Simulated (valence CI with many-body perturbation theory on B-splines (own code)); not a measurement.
**Ne2+ in brief**

Computed by valence CI with perturbative core correlation (CI+MBPT): six valence electrons over a frozen Dirac-Fock core [He], radial functions for each j: 9 s, 9 p, 8 d, 6 f, 3 g, 1 h, with the one-electron correlation potential Σ1 (screened to all orders), the two-electron term Σ2, the three-electron term Σ3, Breit, model QED; selected single and double excitations, second order for the rest, scaled by the run's own slope (own B-spline code, finite nucleus).

Against 22 measured levels this calculation errs by 210 cm⁻¹ on average and by 486 at most. These come from a selection out of Moore, Atomic Energy Levels, vol. I, NSRDS-NBS 35 (1971 reprint of NBS Circular 467, 1949), an old analysis. Levels without a partner in it may be off by more. Among the levels kept, up to 2000 cm⁻¹ of a level comes from second order outside the variational space, and about a tenth of that is noise between levels of different J, which matters for small intervals.

Rates and lifetimes use the calculated energies. Strong lines usually hold to 10 to 20 %, long lifetimes can be off by a factor of two.

(1) What is the ground level?

(2) Where does the other parity begin?

(3) What is the ionisation energy?

(4) What are the static dipole polarisabilities of the lowest levels?

(5) How well does LS coupling describe the low levels?

(6) How is the term 3P of the ground level split?

(7) Name the longest-lived excited levels whose lifetime is computed, and their main decay.

## Answers

(1) 2s2 2p4 3P_2, composition 98 % 2s2 2p4 3P, g = 1.501.

(2) At 2s 2p5 3P°_2, 204465 cm⁻¹.

(3) 63.343 eV; NIST lists 63.4233 eV (measured).

(4) 2s2 2p4 3P_2 0.826 (tensor 0.068); 2s2 2p4 3P_1 0.828 (tensor -0.034); 2s2 2p4 3P_0 0.825; 2s2 2p4 1D_2 0.798 (tensor -0.10) bohr³, of which the core gives 0.00104.

(5) Among the lowest 20 levels the leading LS term, summed over configurations, holds 100 % on average. For single configurations the figures are 96 % in LS and 62 % in jj coupling. Terms hardly mix: every one of these levels is at least 95 % one term.

(6) J = 2 at 0, J = 1 at 634, J = 0 at 881 cm⁻¹.

(7) 2s2 2p4 3P_1 at 634 cm⁻¹ lives 173 s, mostly by M1 to 2s2 2p4 3P_2; 2s2 2p4 1D_2 at 25994 cm⁻¹ lives 4.44 s, mostly by M1 to 2s2 2p4 3P_2; 2s2 2p4 1S_0 at 55998 cm⁻¹ lives 212 ms, mostly by E2 to 2s2 2p4 1D_2. The lifetime of 2s2 2p4 3P_0 is too uncertain to give, and may be longer.
